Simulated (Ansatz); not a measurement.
```yaml
crystal:
  periodic: [false, false, false]
  atoms:
    - {symbol: O, position_ang: [-2.094393, -1.011375, -0.929649]}
    - {symbol: Al, position_ang: [-0.698364, -0.272939, -0.354564]}
    - {symbol: O, position_ang: [0.485717, -0.868332, 0.760316]}
    - {symbol: Si, position_ang: [1.207847, 0.628094, 0.485451]}
    - {symbol: H, position_ang: [-2.713597, -0.629585, -1.548450]}
    - {symbol: H, position_ang: [1.315292, 1.510250, 1.680579]}
    - {symbol: H, position_ang: [2.558798, 0.575887, -0.139285]}
basis:
  gaussian: {orbitals: "6-31++G**", fitting: {mean_field: cc-pVTZ-jkfit}}
total_charge: 1
magnetization: {spin_polarized: true, initial_magnetization: 2}
hamiltonian: {xc: {name: wB97M-V}, pseudopotentials: {relativity: none}}
output: {forces: true}
```

```sh
$ ansatz run in.yaml --threads 2 --pin off --events-out ev --progress --plain --max-ram 4352MiB
```

It prints (some lines left out):

```
Error: a molecule whose nuclei and cores have a total charge of 46 cannot have a net charge of 1 together with 2 unpaired electrons
```

In this input the number of unpaired electrons doesn't fit the electron count. The program refused the input.
